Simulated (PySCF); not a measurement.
## Exercise with solution: oscillator strength and radiative lifetime

chloro(silyl)silane (ClH5Si2), SMILES [SiH3][SiH2]Cl.

Geometry optimised at B3LYP-D3(BJ)/def2-SVP.

TDDFT-PBE0/def2-SVPD (PySCF) puts the first singlet state with f over 0.02 at 7.18 eV (vertical), with the transition dipole (0.031, -0.223, -0.278) in atomic units.

Problem. Find the oscillator strength, the wavelength and the radiative lifetime that this transition would have in vacuum if emission retraced absorption.

Solution. 
|μ|² = 0.1280 au, so |μ| = 0.91 D. ΔE = 7.18/27.211 = 0.2639 hartree. f = (2/3) ΔE |μ|² = 0.023 (the program prints 0.022).
λ = 1239.84/7.18 = 173 nm; ν = 57911 cm⁻¹.
Einstein's coefficient A = 0.6670 ν² f s⁻¹ (ν in cm⁻¹) = 5.0e7 s⁻¹, so τ = 1/A = 20 ns. This state is S3; the lower singlets have f = 0.015, 0.004. The figure is the radiative limit of this one transition; relaxation, internal conversion, crossing to triplets and a medium change what is measured.
